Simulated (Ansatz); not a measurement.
Basis sets compared for B(NH2tBu)Cl3 (C4H11BCl3N). Total charge 0; singlet. Geometry PBE-D4/def2-SVP. Ansatz on 2 threads of AMD EPYC 7R13 on a shared host and a share (18 GiB) of an NVIDIA H100 80GB HBM3; times are rough, and most runs start from earlier orbitals.

```xyz
20

B    -0.826   -1.677   -1.408
N    -0.773   -0.737   -0.056
C     0.199    0.386    0.311
C    -0.236    0.866    1.706
C     1.630   -0.159    0.362
C     0.080    1.530   -0.701
H    -1.733   -0.353   -0.006
H    -0.745   -1.438    0.705
H    -1.277    1.254    1.698
H     0.423    1.688    2.046
H    -0.170    0.052    2.457
H     1.714   -1.022    1.052
H     1.976   -0.489   -0.633
H     2.302    0.641    0.730
H     0.409    1.219   -1.709
H    -0.964    1.895   -0.784
H     0.711    2.374   -0.360
Cl   -2.315   -2.729   -1.023
Cl    0.706   -2.685   -1.505
Cl   -1.109   -0.618   -2.881
```

Binding counts from free atoms (B doublet, N quartet, C triplet, H doublet, Cl doublet) in the same basis, without a counterpoise term.

```tsv
level	functions	energy (Eh)	HOMO (eV)	LUMO (eV)	binding per atom (eV)	wall time
HF/STO-3G	68	-1598.0836	-9.54	10.67	3.62	2.4 s
HF/6-31G	115	-1615.4452	-11.29	4.00	2.75	2.7 s
PBE-D4/def2-SVP	193	-1617.9353	-6.15	-0.44	4.09	4.5 s
PBE0-D4/def2-SVP	193	-1618.0972	-7.61	0.41	4.04	6 s
```

Q: Estimate the rows for PBE-D4/def2-TZVP (with forces), PBE0-D4/def2-TZVP.

A: 
```csv
level,functions,energy (Eh),HOMO (eV),LUMO (eV),binding per atom (eV),wall time
PBE-D4/def2-TZVP (with forces),363,-1618.6643,-6.47,-0.89,4.04,5 s
PBE0-D4/def2-TZVP,363,-1618.8144,-7.86,-0.07,3.98,5.5 s
```
